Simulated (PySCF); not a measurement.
Si(H)(F)(Cl)(OH), SMILES [SiH](O)(Cl)F at its PBE0/def2-SVP optimised geometry (Å):

```
6

Si    -0.5618    -0.6930     0.0000
O     -1.1375    -1.4407    -1.3356
F      1.0516    -0.6930     0.0000
Cl    -1.1246    -1.6857     1.7048
H     -1.0516     0.6930     0.0000
H     -1.0071    -2.3890    -1.4346
```

Method: PBE0/def2-TZVP (PySCF). Cells within 0.4 Å of a nucleus heavier than hydrogen are left out (blank, or x).

Map of the deformation density (molecule minus spherical neutral atoms) (e/bohr³) on the plane z = 0.0 Å:

```
|222222222222222222222222222|
|222222222222222222222222222|
|222222222222222222222222222|
|222222222222222222222222222|
|222222222222222222222222222|
|222222222222222222222222222|
|222222211111122222222222222|
|222222111111111222222222222|
|222221111111111112222222222|
|222211111122211111222222222|
|222211113653211111222222222|
|222111125985211112222222222|
|222111225885211122222222222|
|222111123664211222222222222|
|221111111331113434322222222|
|2211111001xxx245xxx21222222|
|2211111000xxx256xxx21222222|
|22111110001x11343x321222222|
|222111111100001232222222222|
|222111111110001122222222222|
|222211111111011112222222222|
|222211111111111111222222222|
|222221111111111112222222222|
|222221111111111112222222222|
|222222111111111222222222222|
|222222221111122222222222222|
|222222222222222222222222222|
```
Scale: ten equal steps from -0.022 (start of '0') to 0.085 (end of '9'), in the order '0123456789'; x runs from -3.50 to 3.50, y from -3.50 (bottom) to 3.50 (top).
